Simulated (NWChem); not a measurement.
Program: NWChem. System: isopropylamine (C₃H₉N), charge 0, spin multiplicity 1, at a geometry optimised with B3LYP/def2-SVP. Level: RHF/def2-TZVP.

The NWChem input:

```
start mol
memory heap 200 mb stack 900 mb global 1100 mb
geometry units angstroms nocenter noautoz
  C     -0.290903    -0.643099     1.264976
  C      0.352758    -0.074049     0.000000
  C     -0.290903    -0.643099    -1.264976
  N      0.196028     1.383362     0.000000
  H     -0.199306    -1.740249     1.300500
  H     -1.359353    -0.376265     1.302509
  H      0.189371    -0.238898     2.172214
  H      1.422136    -0.386770     0.000000
  H      0.189371    -0.238898    -2.172214
  H     -1.359353    -0.376265    -1.302509
  H     -0.199306    -1.740249    -1.300500
  H      0.659266     1.787774    -0.814862
  H      0.659266     1.787774     0.814862
  symmetry group Cs
end
basis spherical
  * library def2-tzvp
end
scf
  rhf
  nopen 0
  maxiter 100
  thresh 1e-7
  semidirect memsize 60000000 filesize 0
end
task scf energy
```

Part of the output:

```
             Northwest Computational Chemistry Package (NWChem) 7.3.0
             --------------------------------------------------------

                                NWChem Input Module
                                -------------------

 Scaling coordinates for geometry "geometry" by  1.889725989
 (inverse scale =  0.529177249)

 Turning off AUTOSYM since
 SYMMETRY directive was detected!

                             Geometry "geometry" -> ""
                             -------------------------

 Output coordinates in angstroms (scale by  1.889725989 to convert to a.u.)

  No.       Tag          Charge          X              Y              Z
 ---- ---------------- ---------- -------------- -------------- --------------
    1 C                    6.0000    -0.29090300    -0.64309900     1.26497600
    2 C                    6.0000     0.35275800    -0.07404900     0.00000000
    3 C                    6.0000    -0.29090300    -0.64309900    -1.26497600
    4 N                    7.0000     0.19602800     1.38336200     0.00000000
    5 H                    1.0000    -0.19930600    -1.74024900     1.30050000
    6 H                    1.0000    -1.35935300    -0.37626500     1.30250900
    7 H                    1.0000     0.18937100    -0.23889800     2.17221400
    8 H                    1.0000     1.42213600    -0.38677000     0.00000000
    9 H                    1.0000     0.18937100    -0.23889800    -2.17221400
   10 H                    1.0000    -1.35935300    -0.37626500    -1.30250900
   11 H                    1.0000    -0.19930600    -1.74024900    -1.30050000
   12 H                    1.0000     0.65926600     1.78777400    -0.81486200
   13 H                    1.0000     0.65926600     1.78777400     0.81486200

 Effective nuclear repulsion energy (a.u.)     135.1236166792

            Nuclear Dipole moment (a.u.)
            ----------------------------
        X                 Y               Z
 ---------------- ---------------- ----------------
     0.0000000000     0.0000113384    -0.0000000000

      Symmetry information
      --------------------

 Group name             Cs
 Group number              2
 Group order               2
 No. of unique centers     8

      Symmetry unique atoms

     1    2    4    5    6    7    8   12


 Summary of "ao basis" -> "" (spherical)
 ------------------------------------------------------------------------------
       Tag                 Description            Shells   Functions and Types
 ---------------- ------------------------------  ------  ---------------------
 *                         def2-tzvp                  on all atoms

 Summary of "ao basis" -> "ao basis" (spherical)
 ------------------------------------------------------------------------------
       Tag                 Description            Shells   Functions and Types
 ---------------- ------------------------------  ------  ---------------------
 C                         def2-tzvp                11       31   5s3p2d1f
 N                         def2-tzvp                11       31   5s3p2d1f
 H                         def2-tzvp                 4        6   3s1p

                                 NWChem SCF Module
                                 -----------------

  ao basis        = "ao basis"
  functions       =   178
  atoms           =    13
  closed shells   =    17
  open shells     =     0
  charge          =   0.00
  wavefunction    = RHF
  use symmetry    = T
  symmetry adapt  = T

 Summary of "ao basis" -> "ao basis" (spherical)
[...]
  Orbital symmetries:

     1 a'          2 a'          3 a"          4 a'          5 a'
     6 a'          7 a"          8 a'          9 a'         10 a"
    11 a'         12 a"         13 a"         14 a'         15 a'
    16 a"         17 a'         18 a'         19 a'         20 a"
    21 a'         22 a"         23 a'         24 a'         25 a'
    26 a"         27 a"

             Final eigenvalues
             -----------------

              1
    1  -15.5359
    2  -11.2531
    3  -11.2114
    4  -11.2114
    5   -1.1804
    6   -1.0085
    7   -0.9269
    8   -0.7760
    9   -0.6488
   10   -0.6470
   11   -0.5938
   12   -0.5345
   13   -0.5240
   14   -0.5052
   15   -0.4875
   16   -0.4721
   17   -0.3881
   18    0.1283
   19    0.1767
   20    0.1800
   21    0.1920
   22    0.2101
   23    0.2161
   24    0.2268
   25    0.2707
   26    0.2709
   27    0.2753

                       ROHF Final Molecular Orbital Analysis
                       -------------------------------------

 Vector   15  Occ=2.000000D+00  E=-4.875111D-01  Symmetry=a'
              MO Center= -1.1D-01, -8.1D-02, -1.8D-14, r^2= 3.0D+00
   Bfn.  Coefficient  Atom+Function         Bfn.  Coefficient  Atom+Function
  ----- ------------  ---------------      ----- ------------  ---------------
    37     -0.167069   2 C  px                6      0.159662   1 C  px
    68      0.159662   3 C  px

 Vector   16  Occ=2.000000D+00  E=-4.720571D-01  Symmetry=a"
              MO Center=  2.2D-02, -2.7D-01,  4.8D-14, r^2= 2.9D+00
   Bfn.  Coefficient  Atom+Function         Bfn.  Coefficient  Atom+Function
  ----- ------------  ---------------      ----- ------------  ---------------
    39      0.246474   2 C  pz               42      0.223940   2 C  pz
     8     -0.219872   1 C  pz               70     -0.219872   3 C  pz
    11     -0.189108   1 C  pz               73     -0.189108   3 C  pz

 Vector   17  Occ=2.000000D+00  E=-3.880646D-01  Symmetry=a'
              MO Center=  2.0D-01,  9.6D-01,  4.3D-15, r^2= 1.9D+00
   Bfn.  Coefficient  Atom+Function         Bfn.  Coefficient  Atom+Function
  ----- ------------  ---------------      ----- ------------  ---------------
    99      0.342752   4 N  px              102      0.319240   4 N  px
   105      0.292538   4 N  px              144     -0.172763   8 H  s

 Vector   18  Occ=0.000000D+00  E= 1.283463D-01  Symmetry=a'
              MO Center=  6.8D-01,  3.9D-01, -6.7D-15, r^2= 8.9D+00
   Bfn.  Coefficient  Atom+Function         Bfn.  Coefficient  Atom+Function
  ----- ------------  ---------------      ----- ------------  ---------------
     5      2.653724   1 C  s                67      2.653724   3 C  s
   145     -1.231459   8 H  s               139     -1.191653   7 H  s
   151     -1.191653   9 H  s                98      1.081269   4 N  s
   169     -0.947237  12 H  s               175     -0.947237  13 H  s
   127     -0.931040   5 H  s               163     -0.931040  11 H  s

 Vector   19  Occ=0.000000D+00  E= 1.766596D-01  Symmetry=a'
              MO Center= -1.2D-01, -3.6D-02,  6.0D-15, r^2= 1.0D+01
   Bfn.  Coefficient  Atom+Function         Bfn.  Coefficient  Atom+Function
  ----- ------------  ---------------      ----- ------------  ---------------
     5      3.618459   1 C  s                67      3.618459   3 C  s
    36     -2.334401   2 C  s                98     -1.544964   4 N  s
   127     -1.467394   5 H  s               163     -1.467394  11 H  s
   133     -1.347447   6 H  s               157     -1.347447  10 H  s
   169      1.023324  12 H  s               175      1.023324  13 H  s

 Vector   20  Occ=0.000000D+00  E= 1.799639D-01  Symmetry=a"
              MO Center=  2.5D-01,  1.8D-01, -1.1D-14, r^2= 1.0D+01
   Bfn.  Coefficient  Atom+Function         Bfn.  Coefficient  Atom+Function
  ----- ------------  ---------------      ----- ------------  ---------------
     5      4.549258   1 C  s                67     -4.549258   3 C  s
   139     -1.780385   7 H  s               151      1.780385   9 H  s
   133     -1.385824   6 H  s               157      1.385824  10 H  s
    45     -1.125167   2 C  pz              127     -1.047132   5 H  s
   163      1.047132  11 H  s               169      0.785853  12 H  s

 center of mass
 --------------
 x =  -0.00004715 y =   0.04844459 z =  -0.00000000

 moments of inertia (a.u.)
 ------------------
         378.282916270817         -40.831651800397          -0.000000000000
         -40.831651800397         239.031127420034           0.000000000000
          -0.000000000000           0.000000000000         216.770000523687

  Mulliken analysis of the total density
  --------------------------------------

    Atom       Charge   Shell Charges
 -----------   ------   -------------------------------------------------------
    1 C    6     6.33   0.85  1.12  0.48  0.67  0.10  1.24  1.39  0.40  0.02  0.05  0.00
    2 C    6     5.83   0.85  1.12  0.46  0.65 -0.03  1.20  1.26  0.12  0.03  0.14  0.01
    3 C    6     6.33   0.85  1.12  0.48  0.67  0.10  1.24  1.39  0.40  0.02  0.05  0.00
    4 N    7     7.58   0.82  1.16  0.52  0.84  0.21  1.48  1.74  0.76  0.01  0.04  0.00
    5 H    1     0.90   0.26  0.50  0.12  0.02
    6 H    1     0.89   0.26  0.49  0.12  0.02
    7 H    1     0.91   0.26  0.50  0.12  0.02
    8 H    1     0.95   0.27  0.52  0.14  0.02
    9 H    1     0.91   0.26  0.50  0.12  0.02
   10 H    1     0.89   0.26  0.49  0.12  0.02
   11 H    1     0.90   0.26  0.50  0.12  0.02
   12 H    1     0.78   0.26  0.42  0.07  0.04
   13 H    1     0.78   0.26  0.42  0.07  0.04

       Multipole analysis of the density wrt the origin
       ------------------------------------------------

     L   x y z        total         open         nuclear
     -   - - -        -----         ----         -------
     0   0 0 0     -0.000000      0.000000     34.000000

     1   1 0 0      0.535270      0.000000      0.000000
     1   0 1 0     -0.084693      0.000000      0.000011
     1   0 0 1     -0.000000      0.000000     -0.000000

     2   2 0 0    -20.703100      0.000000     31.317150
     2   1 1 0      2.025811      0.000000     26.496668
     2   1 0 1     -0.000000      0.000000     -0.000000
     2   0 2 0    -20.546698      0.000000    112.087636
     2   0 1 1     -0.000000      0.000000      0.000000
     2   0 0 2    -19.958162      0.000000    131.210397

 Task  times  cpu:       45.6s     wall:       45.6s

 Total times  cpu:       45.6s     wall:       45.6s
```
